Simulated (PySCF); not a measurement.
ZrBr3, SMILES [Br][Zr]([Br])[Br] (connectivity only; charge and spin as stated), neutral, multiplicity 2.

Geometry optimised at B3LYP-D3(BJ)/def2-SVP. The spin state was assumed, not searched. The def2 effective core potentials stand for the cores of Zr; spin–orbit coupling is left out.

Two levels are set side by side: PBE/def2-TZVP (PySCF) and M06-2X/def2-TZVP (PySCF). Same geometry, gas phase. Differences are taken from unrounded values.

```csv
quantity,M06-2X
α-spin orbital gap (eV),5.52
β-spin orbital gap (eV),6.54
mean polarisability (bohr³),103.8
```

### Question
What does PBE give, and how far is it from M06-2X? (Estimate from the structure and the level; the computed values follow.)

### Answer

| quantity | PBE | PBE minus M06-2X |
|---|---|---|
| α-spin orbital gap (eV) | 1.26 | -4.26 |
| β-spin orbital gap (eV) | 4.26 | -2.29 |
| mean polarisability (bohr³) | 113.2 | 9.4 |

PBE's more diffuse valence density responds more strongly to a field. Differences between two approximate levels are no errors against the true value.

Rough cost on one machine, each run with all the roots and properties that it gave: M06-2X against PBE within a factor of 2.
